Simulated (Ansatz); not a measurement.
Basis-set series for `[NH2][Ti]([OH])([Cl])[Cl]`. Total charge 0; spin multiplicity 1. Geometry: relaxed with PBE0-D4/def2-TZVP. It is one conformer, not always the lowest.

```csv
functional,basis,functions,energy (Eh),HOMO (eV),LUMO (eV)
PBE0-D4,def2-TZVPP,252,-1901.33282,-8.11,-2.52
PBE0-D4,def2-QZVPP,437,-1901.38364,-8.14,-2.55
ωB97M-V,def2-TZVPP,252,-1901.82129,-10.36,-0.31
ωB97M-V,def2-QZVPP,437,-1901.86927,-10.40,-0.37
```

(1) Give the rows for def2-SVP. (Best estimate.)

## Answers

(1) Computed: 
| functional | basis | functions | energy (Eh) | HOMO (eV) | LUMO (eV) |
| --- | --- | --- | --- | --- | --- |
| PBE0-D4 | def2-SVP | 110 | -1900.73832 | -7.89 | -2.42 |
| ωB97M-V | def2-SVP | 110 | -1901.22633 | -10.10 | -0.15 |

Scalar relativity is left out up to krypton.
